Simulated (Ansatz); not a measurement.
Relaxation of BFH₆N₂O (11 atoms, charge 0, multiplicity 1), to a largest force component of 0.03 eV/Å in at most 50 steps.

The calculation used RKS PBE0-D4/def2-SVP in Ansatz.

```xyz
11
Properties=species:S:1:pos:R:3
B -0.059 -0.033 0.176
N -0.032 -0.287 1.641
H -0.771 -0.805 2.095
H 0.866 -0.389 2.094
F 1.093 0.247 -0.442
N -1.249 -0.146 -0.583
H -2.102 -0.546 -0.222
H -1.225 -0.059 -1.590
O -0.674 2.461 0.695
H -1.339 1.972 0.196
H -0.568 1.900 1.494
```

Q: Where does it end, and by what steps?

A: It converged. After 11 steps the energy has fallen by 0.134 eV; O9 moved furthest, 0.38 Å.

```
step  energy less start (eV)  largest force component (eV/Å)  accepted
   0                  0.0000                           1.874       yes
   1                 -0.0479                           1.990       yes
   2                 -0.0788                           1.499       yes
   3                 -0.0897                           0.824       yes
   4                 -0.1024                           0.471       yes
   5                 -0.1181                           0.507       yes
   6                 -0.1283                           0.142       yes
   7                 -0.1317                           0.074       yes
   8                 -0.1327                           0.063       yes
   9                 -0.1330                           0.059       yes
  10                 -0.1333                           0.046       yes
  11                 -0.1336                           0.012       yes
```

```xyz
11
Properties=species:S:1:pos:R:3
B -0.011 -0.174 0.151
N 0.021 -0.305 1.562
H -0.776 -0.594 2.111
H 0.904 -0.395 2.044
F 1.153 0.003 -0.497
N -1.208 -0.156 -0.606
H -2.107 -0.423 -0.233
H -1.173 -0.133 -1.616
O -0.959 2.571 0.926
H -1.327 2.032 0.215
H -0.576 1.891 1.496
```

Run time: 38 s on 2 threads of Intel(R) Xeon(R) Platinum 8488C (Sapphire Rapids), on a shared host, peak memory 0.22 GiB.
